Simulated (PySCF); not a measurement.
A structure optimised at PBE-D3(BJ)/def2-SVP, used in a PySCF frequency run:

```
C
H 1 1.1103
H 1 1.1117 2 106.47
C 1 1.5319 2 111.39 3 122.04
H 4 1.1086 1 111.02 2 62.18
H 4 1.1094 5 107.74 1 122.49
H 4 1.1097 5 107.25 6 115.32
Ge 1 1.9618 2 107.00 3 -114.56
F 8 1.7703 1 105.96 2 -66.86
H 8 1.5534 9 106.22 5 -144.99
H 8 1.5545 10 112.02 9 114.85
```

### Question
Write its SMILES and formula.

### Answer
C[CH2][GeH2][F], C2H7FGe

### Question
What are its rotational constants (standard atomic weights)?

### Answer
7.4153, 3.1378, 2.4690 GHz
